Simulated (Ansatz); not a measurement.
Reaction (formal exchange of groups at a Ge–C bond): `[CH3][GeH2][Br]` + `FCCI` → `F[CH2][GeH2][Br]` + `CCI`

Calculated with Ansatz (gas phase, PBE0-D4/def2-TZVP geometries, no zero-point term in ΔE). CBS: MP2 limit from def2 TZ/QZ plus the TZ coupled-cluster correction, frozen cores. DFT in def2-TZVPP. B3LYP here is the variant with VWN-RPA as its local correlation; programs differ in this. HSE06 is defined as in plane-wave codes. Elements past krypton have def2 core potentials. For Br, Ge, I outer-core shells are correlated without core-valence functions, which leaves a few kJ/mol of doubt a bond. Scalar relativity is left out up to krypton. One conformer a species, not always the lowest.

```csv
level,ΔE (eV)
BLYP-D4,0.28
B3LYP-D4,0.31
HSE06-D4,0.34
CAM-B3LYP-D4,0.34
ωB97X-V,0.35
B3LYP,0.31
MP2/def2-TZVPP,0.39
SCS-MP2/def2-TZVPP,0.37
```

Task: What does CCSD(T)/CBS give? (An estimate is asked.)

Result: Ansatz gave: +0.36 eV. The listed levels differ from it by -0.08, -0.05, -0.02, -0.02, -0.01, -0.05, 0.03, 0.01 eV.

Largest T1 diagnostic among the species: 0.010.

From PBE to PBE0 (25 % exact exchange), in def2-TZVPP and without D4, ΔE moves by +0.03 eV. At CCSD(T), def2-SVP lies −0.04 eV from the extrapolated value and def2-TZVPP +0.00 eV.
